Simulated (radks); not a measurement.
Q: Excited configurations of neutral nickel: one electron is placed in a higher orbital outside [Ar] 3d9. The ground configuration is [Ar] 3d8 4s2. Calculated with a radial shooting solver on a logarithmic mesh with Libxc functionals: non-relativistic Kohn-Sham, TPSS, spin-polarised, spherical densities, point nucleus; open shells are filled with parallel spins first; meta-GGA in the generalised Kohn-Sham scheme. Excitation = E - E(ground); binding = E(ion) - E, where the ion is the core of charge +1; n* = 1/sqrt(2 binding) in atomic units, and the quantum defect is n - n*.

| outer orbital | excitation (eV) | binding (eV) | n* | quantum defect | eigenvalue (eV) | <r> (bohr) |
|---|---|---|---|---|---|---|
| 4s | -1.596 | 7.805 | 1.320 | 2.680 | -4.746 | 3.003 |
| 4p | 2.330 | 3.879 | 1.873 | 2.127 | -1.825 | 4.529 |
| 4d | 4.585 | 1.625 | 2.894 | 1.106 | -0.781 | 10.09 |

Estimate the row for 7d.

A: excitation (eV) 5.716; binding (eV) 0.494; n* 5.250; quantum defect 1.750; eigenvalue (eV) -0.321; <r> (bohr) 43.56. The Delta-SCF ionisation energy is 6.209 eV (NIST Atomic Spectra Database: 7.640 eV, measured). Self-interaction in the functional shifts the binding energies and quantum defects, so they are the method's values and not measured ones. Open shells are spherical and high-spin; term and fine-structure splittings are not resolved. A negative excitation energy means that this level of theory puts the configuration below the NIST ground configuration.
